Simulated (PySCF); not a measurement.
## Worked example: refractive index and permittivity of the vapour

VO2, SMILES [V](=[O])=[O] (connectivity only; charge and spin as stated), neutral, multiplicity 2.

The structure is a stationary point at PBE-D3(BJ)/def2-TZVP. The spin state was assumed, not searched.

PBE/def2-TZVPD (PySCF) gives a mean static polarisability of 60.0 bohr³ and a dipole moment of 5.14 D. Take an ideal gas at 298.15 K and 0.1 bar, whether or not the substance is that volatile.

Problem. Work out n − 1 in the optical limit and the static ε − 1.

Solution. 
Polarisability volume α' = 60.0 × 0.148185 = 8.89 Å³. Number density N = p/kT = 2.43e-6 Å⁻³.
Dilute limit of Lorentz–Lorenz: n − 1 = 2π N α' = 0.00014.
Orientation term of Debye: μ²/(3kT) = 8.098 Å³ × μ²(D²) = 213.94 Å³.
ε − 1 = 4π N (α' + μ²/3kT) = 0.0068. Orientation of the dipole supplies 96 % of the static response; it can't follow optical fields. Vibrational polarisation and dispersion are left out.
